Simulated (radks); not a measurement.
Question: The mean radii <r> (bohr) of the occupied orbitals of an atom or ion are listed with their occupations. Method: scalar-relativistic Kohn-Sham, BLYP, spin-polarised, spherical densities, finite nucleus; Fermi nuclear charge, rms radius of each element as measured or else 0.836 A^(1/3) + 0.57 fm; computed with a radial shooting solver on a logarithmic mesh with Libxc functionals.

orbital  occ.      <r>
1s down     1  0.02191
1s up       1  0.02191
2s up       1  0.09329
2s down     1  0.09329
2p up       3  0.08237
2p down     3  0.08237
3s up       1   0.2443
3s down     1   0.2442
3p up       3   0.2428
3p down     3   0.2427
3d up       5   0.2210
3d down     5   0.2208
4s up       1   0.5408
4s down     1   0.5409
4p up       3   0.5666
4p down     3   0.5668
4d up       5   0.5971
4d down     5   0.5975
4f up       2   0.6295

Name the element and its charge. Open shells, if any, are filled with parallel spins first.

Answer: Z = 64, gadolinium, charge +16: Gd16+ in [Kr] 4d10 4f2. The 1s radius gives Z: for a bare nucleus <r> = (2 gamma + 1)/(2Z) with gamma = sqrt(1 - (Z/c)^2), 0.02163 bohr for Z = 64, and screening makes it slightly larger (0.02191 here). The occupations add up to 48, and the charge is Z minus that.
